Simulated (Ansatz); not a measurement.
SbH₂Cl, relaxed as a singlet with RKS PBE0-D4/def2-TZVP in Ansatz, starting from the GFN2-xTB geometry. Force threshold 0.02 eV/Å.

In the def2 sets Sb takes a core potential; there is no spin–orbit coupling.

Start:

```csv
atom,x (Å),y (Å),z (Å)
Sb1,-0.115,-0.487,-0.655
H2,-0.953,0.989,-0.513
H3,1.331,0.394,-0.474
Cl4,-0.263,-0.896,1.643
```

```csv
step,energy (eV),largest force component (eV/Å),SCF passes
1,-19089.9363,0.270,25
2 (rejected),-19089.9146,0.290,30
3,-19089.9494,0.159,30
4,-19089.9514,0.025,30
5,-19089.9514,0.002,30
```

Force components are those of the run's own axes.

End:

```xyz
4

Sb   -0.1104   -0.4670   -0.6356
H    -0.9844    1.0023   -0.5378
H     1.3656    0.3898   -0.4961
Cl   -0.2707   -0.9251    1.6696
```

By distances, no bond broke or formed. The bond that changes most is Sb1–Cl4, from 2.34 to 2.36 Å (atoms count from 1).

No frequencies were taken in this run, so the end may be a saddle point.

Run time 4.8 s (4 threads of Arm Neoverse V1 on a shared host).
